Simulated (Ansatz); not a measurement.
C2H7GaO2 can be A, `CO[CH2][GaH][OH]`, or B, `C[CH2][Ga]([OH])[OH]`.

Program: Ansatz. Geometries: PBE0-D4/def2-TZVP. ΔE: electronic, gas phase. CCSD(T)/CBS is the MP2 limit (def2-TZVPP, def2-QZVPP) plus CCSD(T) − MP2 in def2-TZVPP, frozen cores. Functionals use def2-TZVPP. B3LYP here is the variant with VWN-RPA as its local correlation; programs differ in this. For Ga outer-core shells are correlated without core-valence functions, which leaves a few kJ/mol of doubt a bond. Scalar relativity is left out up to krypton. Each species was taken in one conformer, which may not be the lowest.

Question: Which is lower in electronic energy at CCSD(T)/CBS, and by how much? (An estimate is asked.)

Answer: Computed: B, by 214.6 kJ/mol.

Question: Give E(B) − E(A) in kJ/mol with r2SCAN-D4, HF/def2-TZVPP, PBE0-D4, B2PLYP, ωB97M-V, CCSD(T)/def2-TZVPP, B3LYP-D4. (Best estimate.)

Answer: The calculation gave: r2SCAN-D4 -202.1, HF/def2-TZVPP -200.9, PBE0-D4 -198.6, B2PLYP -206.9, ωB97M-V -200.7, CCSD(T)/def2-TZVPP -209.6, B3LYP-D4 -195.9. None reverses the order clearly.

Largest T1 diagnostic: 0.013.

From PBE to PBE0 (25 % exact exchange), in def2-TZVPP and without D4, E(B) − E(A) moves by −5.8 kJ/mol. In def2-TZVPP, CCSD(T) changes the Hartree–Fock value by −8.7 kJ/mol (the triples alone add +0.1 kJ/mol) and MP2 by −22.8 kJ/mol.
